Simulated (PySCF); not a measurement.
Isomers of C5H11PS. Computed with TDDFT CAM-B3LYP/def2-SVPD, vertical, gas phase, core orbitals frozen in the response (PySCF 2.14.0, density-fitted response routines). Geometries: GFN2-xTB; one conformer of each isolated species. Triplets are in the Tamm–Dancoff approximation.

A. `C=C[P@H](=S)C(C)C`
B. `C=C[P@](C)(=S)CC`
C. `CP1CCSCC1`

Lowest singlet levels (six at most, fewer where fewer were computed) with oscillator strengths:

1. 5.15 eV (f 0.001); 5.26 eV (f 0.009); 6.01 eV (f 0.050); 6.09 eV (f 0.046); 6.51 eV (f 0.012); 6.62 eV (f 0.007); T1 4.39 eV
2. 5.47 eV (f 0.000); 6.12 eV (f 0.044); 6.44 eV (f 0.064); 6.58 eV (f 0.015); 6.61 eV (f 0.046); 6.80 eV (f 0.003); T1 5.05 eV
3. 5.16 eV (f 0.000); 5.28 eV (f 0.013); 5.95 eV (f 0.037); 6.02 eV (f 0.033); 6.21 eV (f 0.012); 6.36 eV (f 0.047); T1 4.36 eV

Question: Match each spectrum to its molecule.

Answer: 1 = B, 2 = C, 3 = A.
- A: S1 at 5.16 eV, HOMO-1→LUMO (97%); Löwdin shares by element: HOMO sulfur 72%, phosphorus 16%, carbon 5% or more; LUMO carbon 63% or more, phosphorus 9%, hydrogen 6% or more (atoms not listed hold the other 22%); HOMO -7.82 and LUMO 0.28 eV.
- B: S1 at 5.15 eV, HOMO-1→LUMO (98%); Löwdin shares by element: HOMO sulfur 74%, phosphorus 14%, carbon 4% or more; LUMO carbon 65% or more, phosphorus 6%, hydrogen 6% or more (atoms not listed hold the other 23%); HOMO -7.65 and LUMO 0.39 eV.
- C: S1 at 5.47 eV, HOMO→LUMO (64%), HOMO→LUMO+4 (12%); Löwdin shares by element: HOMO sulfur 63%, carbon 15% or more, phosphorus 6% (atoms not listed hold the other 16%); LUMO sulfur 54%, carbon 10% or more, hydrogen 5% or more (atoms not listed hold the other 32%); HOMO -7.64 and LUMO 1.33 eV; point group Cs, 1 of its 6 listed states under f = 0.0005.
A and B have S1 within 0.01 eV of each other; their strongest listed levels stand at 6.36 eV (f 0.047) and 6.01 eV (f 0.050).
